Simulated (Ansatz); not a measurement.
Ansatz (a program for electronic structure) input for C2HBrClF, SMILES F/C=C(\Cl)Br, PBE/def2-SVPD. Geometry: TPSSh-D3(BJ)/def2-SVP.

Ansatz 0.2 input:
```yaml
crystal:
  periodic: [false, false, false]
  atoms:
    - {symbol: F, position_ang: [-1.19006476, -2.45601588, 0.00000000]}
    - {symbol: C, position_ang: [-1.20164918, -1.12582156, 0.00000000]}
    - {symbol: C, position_ang: [-0.06782396, -0.40986929, 0.00000000]}
    - {symbol: Cl, position_ang: [1.48475625, -1.15385683, 0.00000000]}
    - {symbol: Br, position_ang: [-0.13475610, 1.47463258, 0.00000000]}
    - {symbol: H, position_ang: [-2.19697112, -0.67828597, 0.00000000]}
basis:
  gaussian:
    orbitals: def2-SVPD
hamiltonian:
  xc: {name: PBE}
```

Program output:

```
WARN ansatz: RAYON_NUM_THREADS=1 ignored (pool sized by the plan → 1); use --threads N
Functional definition: PBE
integrals: 0.09 GiB planned
1302 factors; their error is unknown
mean field: 0.49 GiB planned
mean field evaluation 1: about -87334.8191 eV, gradient 4.1e1 eV
mean field evaluation 2: about -87325.2099 eV, gradient 7.2e1 eV
mean field evaluation 4: about -87338.8868 eV, gradient 3.5e0 eV
mean field evaluation 8: about -87338.9242 eV, gradient 1.1e-1 eV
mean field evaluation 16: about -87338.8582 eV, gradient 1.5e-4 eV
mean field -87338.85824373 eV, -3209.6438400527 hartree, gradient 3.8e-5 eV, S^2 0.000000; 0 other end points of the search recorded, 0 dependent functions left out
reference -87338.85829720 eV, -3209.6438420175 hartree; 37, 37 occupied and 102, 102 virtual orbitals, 1302 factors
Total energy: -87338.85829720 eV, -3209.6438420175 hartree
```

The calculation finished and met its thresholds.

Cost: very roughly 2.0 core-seconds.
